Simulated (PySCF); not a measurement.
**Polarisability and C₆ of Ba (barium, neutral)**

[Xe] 6s2, closed-shell 1S. Calculation: PySCF 2.14, in aug-cc-pVQZ-X2C (10s9p7d4f2g, 118 functions); scalar relativity by spin-free X2C-1e. Coupled (time-dependent) response in atomic units; α is the mean over directions.

```tsv
method	mean α (bohr³)	C₆ (like pair)	S(−4)
revPBE	278.8	5518	34790
```

S(−4) is the Cauchy moment in α(ω) = α(0) + S(−4) ω² + …

Reference α: 272 ± 10 bohr³ (recommended; Schwerdtfeger and Nagle, table of static dipole polarizabilities (2023 update)). Published C₆: 5540 (Gould and Bucko (2016)).

α(iu) at revPBE:

| u (hartree) | α(iu) (bohr³) |
| --- | --- |
| 0 | 278.8 |
| 0.0500 | 213.3 |
| 0.100 | 127.8 |
| 0.200 | 54.04 |
| 0.300 | 31.01 |
| 0.500 | 16.07 |
| 0.750 | 9.708 |
| 1.00 | 6.670 |
| 1.50 | 3.767 |
| 2.00 | 2.452 |
| 3.00 | 1.323 |
| 5.00 | 0.6038 |

A single London oscillator, α(iu) = α/(1 + u²/ω²), gives C₆ = (3/4) ω α². Matching the computed C₆ needs ω = 4 × 5518 / (3 × 278.8²) = 0.0947 hartree.

Spin-orbit coupling, which splits the p, d and f shells strongly at this Z, is absent.
